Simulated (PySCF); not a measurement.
# Polarisability and C₆ of Ag⁺ (silver, charge +1)

[Kr] 4d10, closed-shell 1S. Calculation: PySCF 2.14, in aug-cc-pVDZ-PP with ECP28MDF; a scalar-relativistic core potential. Coupled (time-dependent) response in atomic units; α is the mean over directions. A double-zeta set is small for polarisabilities.

| method | mean α (bohr³) | C₆ (like pair) | S(−4) |
| --- | --- | --- | --- |
| UHF | 7.718 | 42.50 | 20.40 |
| PBE | 9.361 | 51.51 | 38.80 |
| PBE0 | 8.785 | 48.54 | 31.04 |
| M06-L | 8.708 | 48.43 | 29.28 |

S(−4) is the Cauchy moment in α(ω) = α(0) + S(−4) ω² + …

α(iu) at PBE:

```json
{"u (hartree)": "0", "α(iu) (bohr³)": "9.361"}
{"u (hartree)": "0.0500", "α(iu) (bohr³)": "9.265"}
{"u (hartree)": "0.100", "α(iu) (bohr³)": "8.999"}
{"u (hartree)": "0.200", "α(iu) (bohr³)": "8.156"}
{"u (hartree)": "0.300", "α(iu) (bohr³)": "7.228"}
{"u (hartree)": "0.500", "α(iu) (bohr³)": "5.763"}
{"u (hartree)": "0.750", "α(iu) (bohr³)": "4.606"}
{"u (hartree)": "1.00", "α(iu) (bohr³)": "3.827"}
{"u (hartree)": "1.50", "α(iu) (bohr³)": "2.758"}
{"u (hartree)": "2.00", "α(iu) (bohr³)": "2.045"}
{"u (hartree)": "3.00", "α(iu) (bohr³)": "1.211"}
{"u (hartree)": "5.00", "α(iu) (bohr³)": "0.5419"}
```

A single London oscillator, α(iu) = α/(1 + u²/ω²), gives C₆ = (3/4) ω α². Matching the computed C₆ needs ω = 4 × 51.51 / (3 × 9.361²) = 0.784 hartree.

For an ion, C₆ is the dispersion term alone; charge-induced terms of lower order in 1/R come first.

Energies and moments cover only the electrons outside the core potential.
